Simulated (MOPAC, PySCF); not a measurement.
CHFGeO, SMILES `[CH]([Ge][F])=O` (lower singlet; O–C–Ge–F torsion 176°), neutral singlet in the gas phase. This singlet lies 1.13 eV below the relaxed triplet at the level frozen-core CCSD(T)/cc-pVTZ // B3LYP-D3(BJ)/def2-TZVP (Ansatz).

Z-matrix (Å, degrees):
```
C
O 1 1.2078
H 1 1.1181 2 120.23
Ge 1 2.0945 3 120.46 2 179.34
F 4 1.7735 1 93.60 3 -3.51
```
Charge 0, multiplicity 1.

All levels are single points at this geometry (B3LYP-D3(BJ)/def2-TZVP); Pople sets use spherical d functions. Orbital energies aren't observables, and empty levels follow the basis.

| level | HOMO (eV) | LUMO (eV) | gap (eV) | dipole (D) | vertical IE, Delta-SCF (eV) |
|---|---|---|---|---|---|
| B3LYP-D3(BJ)/def2-TZVP in PySCF | -6.29 | -3.72 | 2.58 | 1.11 | – |
| PBE-D3(BJ)/def2-TZVP in PySCF | -5.18 | -4.30 | 0.89 | 0.90 | – |
| B3LYP/6-311+G** (LANL2DZ on Ge) in PySCF | -6.46 | -3.88 | 2.59 | 1.14 | – |
| B3LYP/6-31G* in PySCF | -6.02 | -3.50 | 2.52 | 0.90 | 8.62 |
| B3LYP/LANL2DZ in PySCF | -6.28 | -3.77 | 2.51 | 1.21 | – |
| BP86/6-31G* in PySCF | -5.03 | -4.19 | 0.84 | 0.74 | – |
| M06-2X/6-31G* in PySCF | -7.50 | -2.35 | 5.14 | 0.95 | – |
| PBE/6-31G* in PySCF | -4.90 | -4.07 | 0.83 | 0.71 | 8.34 |
| SVWN5/6-31G* in PySCF | -5.04 | -4.32 | 0.72 | 0.66 | 8.54 |
| HF/3-21G in PySCF | -9.12 | -0.09 | 9.03 | 1.32 | – |
| HF/6-31G* in PySCF | -9.35 | -0.24 | 9.11 | 1.20 | 8.20 |
| HF/STO-3G in PySCF | -6.12 | 4.13 | 10.25 | 1.21 | – |
| PM7 in MOPAC | -8.12 | -1.71 | 6.41 | 2.38 | – |
